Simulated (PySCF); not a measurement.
A structure optimised at B3LYP-D3(BJ)/def2-SVP, used in a PySCF frequency run:

```xyz
11

C      1.9416    -1.1336    -0.0644
Sn     0.0300    -0.1586    -0.1926
C     -1.8197    -1.1661    -0.6225
F      0.2272     1.1817    -1.6003
Cl    -0.2749     1.1123     1.7869
H      2.3743    -0.9138     0.9205
H      1.8291    -2.2185    -0.1969
H      2.5800    -0.7195    -0.8570
H     -2.2267    -0.7328    -1.5465
H     -2.5107    -0.9891     0.2123
H     -1.6488    -2.2436    -0.7532
```
Charge 0, spin multiplicity 1.

### Question
Write its SMILES and formula.

### Answer
[CH3][Sn]([CH3])([F])[Cl], C2H6ClFSn

### Question
What are its rotational constants (standard atomic weights)?

### Answer
2.4588, 1.7143, 1.5608 GHz
